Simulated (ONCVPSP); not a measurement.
tungsten, ONCV: configuration errors across variants

```
Element                 : tungsten
Generator               : ONCVPSP 4.0.1
Type                    : optimised norm-conserving Vanderbilt (ONCV)
Functional              : LDA (Perdew-Wang 92)
Relativity              : fully relativistic
Frozen core             : [Kr] 4d10 4f14
Valence charge          : 14
Reference configuration : 5s2 5p6 5d4 6s2
Partial waves           : 5s+6s: rc 1.80 bohr, ncon 4, nbas 9, qcut 8.4 1/bohr, 2 projectors; 5p: rc 1.75 bohr, ncon 4, nbas 7, qcut 7.1 1/bohr, 2 projectors, debl 0.7 Ha; 5d: rc 2.90 bohr, ncon 5, nbas 10, qcut 6.1 1/bohr, 1 projector
Local potential         : polynomial inside 1.20 bohr (lpopt 3, dvloc0 1 Ha)
Core correction         : Teter function, fcfact 3.75, rcfact 1.45
```

Open shells are filled in proportion to 2j + 1.

In the p channel the program set the typed energies aside and used -1.493, 0.250 Ha (j = l + 1/2; the other j can differ).

All-electron excitation energies from the reference (eV): (1) 5s2 5p6 5d4 6s1 9.128; (2) 5s2 5p6 5d4 6s0 25.147; (3) 5s2 5p6 5d3 6s0 50.843; (4) 5s2 5p6 5d4 6s1 6p1 4.530.

2 further variants failed, have other tests or too few solved ones, and are left out.

Errors AE − PS in meV (a dash: test not solved or not reliable):

```tsv
change	(1)	(2)	(3)	(4)	bound ghosts	GHOST(+) flags above zero
base	0.0	-1.6	-6.4	-0.2	none	s
s: ncon 5, nbas 10	+0.3	-0.1	-5.3	0.0	none	s
p: qcut 7.6	0.0	-1.7	-6.6	-0.3	none	s
all radii but the core radius scaled by about 0.92 (s 1.66, p 1.62, d 2.68 bohr); local potential polynomial inside 1.12 bohr (lpopt 3, dvloc0 1 Ha)	+0.3	+0.7	-2.4	+0.1	none	s
```

Problem. Give the same row for: s: rc 1.74.

Solution. +0.2, -0.9, -5.9, -0.1; bound ghosts: none; GHOST(+) flags above zero: none.
